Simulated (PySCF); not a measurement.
B3LYP has the VWN-RPA correlation part, as in Gaussian. Delta-SCF ions had no search for a lower state. Excitations are Tamm–Dancoff values on a coarser integration grid. The basis has no diffuse functions, so Rydberg states are missing or too high.

diphenyl-dithienylcyclopentene, open form `Cc1sc(-c2ccccc2)cc1C1=C(c2cc(-c3ccccc3)sc2C)CCC1` (charge 0, multiplicity 1)

Calculation: B3LYP-D3(BJ)/def2-SVP // PBE0-D3(BJ)/def2-SVP run with PySCF 2.14.0.

| Quantity | Value |
|---|---|
| HOMO | -5.39 eV |
| dipole moment | 1.26 D |
| LUMO | -1.20 eV |
| HOMO–LUMO gap | 4.19 eV |
| S1 excitation (TDA) | 3.82 eV |
| S1 oscillator strength | 0.060 |
| brightest of the four lowest singlets (TDA) | 4.28 eV |
| T1 excitation (TDA) | 2.81 eV |
| S1–T1 gap (TDA) | 1.01 eV |
| vertical ionisation energy (Delta-SCF) | 6.66 eV |
| total energy | -1838.8817 Ha |
| cost | about 3 core-hours (a rough figure) |

```xyz
53

C     -1.8190     3.5588    -1.5917
C     -1.8360     2.2269    -0.9186
S     -2.6511     0.8946    -1.6596
C     -2.1838    -0.2049    -0.3988
C     -2.5103    -1.6300    -0.4650
C     -1.6247    -2.5718     0.0851
C     -1.9086    -3.9320     0.0193
C     -3.0734    -4.3799    -0.6043
C     -3.9544    -3.4541    -1.1623
C     -3.6777    -2.0918    -1.0923
C     -1.4407     0.4547     0.5452
C     -1.2169     1.8375     0.2550
C     -0.3389     2.6871     1.0717
C      0.8774     2.3155     1.5459
C      1.5489     1.0481     1.2375
C      1.4696     0.4287    -0.0499
C      2.0625    -0.8050    -0.1214
C      2.0815    -1.7348    -1.2512
C      1.0401    -1.7051    -2.1941
C      1.0317    -2.5903    -3.2669
C      2.0544    -3.5276    -3.4166
C      3.0883    -3.5715    -2.4819
C      3.1036    -2.6834    -1.4104
S      2.7636    -1.2128     1.4133
C      2.2581     0.2717     2.1382
C      2.5543     0.5225     3.5808
C      1.4418     3.3807     2.4565
C      0.6011     4.6149     2.1102
C     -0.7271     4.0473     1.5999
H     -2.6060     4.2275    -1.2032
H     -0.8494     4.0549    -1.4357
H     -1.9758     3.4631    -2.6763
H     -0.6897    -2.2301     0.5356
H     -1.2025    -4.6501     0.4428
H     -3.2918    -5.4493    -0.6599
H     -4.8703    -3.7956    -1.6513
H     -4.3811    -1.3697    -1.5154
H     -1.0457    -0.0337     1.4361
H      0.9852     0.9001    -0.9044
H      0.2139    -1.0022    -2.0620
H      0.2073    -2.5582    -3.9831
H      2.0430    -4.2257    -4.2571
H      3.8949    -4.3010    -2.5913
H      3.9267    -2.7118    -0.6912
H      1.6348     0.7568     4.1394
H      3.2478     1.3679     3.7139
H      3.0131    -0.3580     4.0518
H      2.5225     3.5358     2.3091
H      1.3088     3.0925     3.5155
H      1.0939     5.1670     1.2935
H      0.4833     5.3121     2.9527
H     -1.2126     4.6908     0.8506
H     -1.4646     3.9228     2.4159
```
Charge 0, spin multiplicity 1.
